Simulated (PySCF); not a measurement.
Breaking a bond: CH2S, SMILES C=S. The C1–S4 bond (C1 also carries H, H; S4 carries nothing else) is stretched with both fragments frozen at the PBE0/def2-TZVP optimised geometry.

- RKS-r2SCAN = restricted r2SCAN/6-31G run with PySCF 2.14.0
- UHF/6-31G (PySCF)
- UKS-r2SCAN = unrestricted r2SCAN/6-31G (PySCF 2.14.0)

Magnitude of the dipole moment (D; its direction can reverse along the curve, and a method can change to another solution) and Mulliken charge of the fragment that holds C1:

```csv
R / Å,μ RKS-r2SCAN,q RKS-r2SCAN,μ UHF,q UHF,μ UKS-r2SCAN,q UKS-r2SCAN
1.21,1.27,-0.12,1.49,-0.10,1.27,-0.12
1.29,1.44,-0.11,1.68,-0.10,1.44,-0.11
1.36,1.59,-0.11,1.84,-0.10,1.59,-0.11
1.45,1.77,-0.11,2.06,-0.10,1.77,-0.11
1.49,1.84,-0.11,2.16,-0.09,1.84,-0.11
1.56,1.97,-0.10,2.16,-0.11,1.97,-0.10
1.60,2.05,-0.10,2.13,-0.12,2.05,-0.10
1.65,2.14,-0.09,2.08,-0.12,2.14,-0.09
1.71,2.24,-0.07,2.01,-0.13,2.24,-0.07
1.74,2.29,-0.06,1.97,-0.13,2.29,-0.06
1.86,2.49,-0.02,1.82,-0.12,2.49,-0.02
1.96,2.64,0.01,1.73,-0.10,2.51,0.00
2.16,2.94,0.08,1.59,-0.04,2.42,0.04
2.43,3.31,0.14,1.31,0.01,2.21,0.07
2.66,3.60,0.17,1.10,0.02,2.04,0.08
2.85,3.82,0.18,0.98,0.02,1.88,0.08
3.17,4.19,0.19,0.85,0.01,1.56,0.06
3.52,—,—,0.77,0.01,1.24,0.03
3.93,—,—,0.71,0.00,0.97,0.01
4.27,—,—,0.69,0.00,0.85,0.01
4.85,—,—,0.66,0.00,0.76,0.00
5.65,—,—,0.65,0.00,0.73,0.00
```

A dash means that the run gave no value there, or that the column was ended at a point which the program doubted or which failed a test of continuity chosen for this set; such a test can also cut sound points.

The restricted form behind RKS-r2SCAN keeps the bonding electrons paired and can't separate into open-shell fragments. The unrestricted solution behind UHF changes between 2.16 and 2.43 Å, which can leave a kink. The unrestricted determinant behind UHF is spin-contaminated at 1.56 to 5.65 Å (<S²> up to 2.0, against 0.00 for a pure singlet). The unrestricted determinant behind UKS-r2SCAN is spin-contaminated at 1.96 to 5.65 Å (<S²> up to 2.0, against 0.00 for a pure singlet).
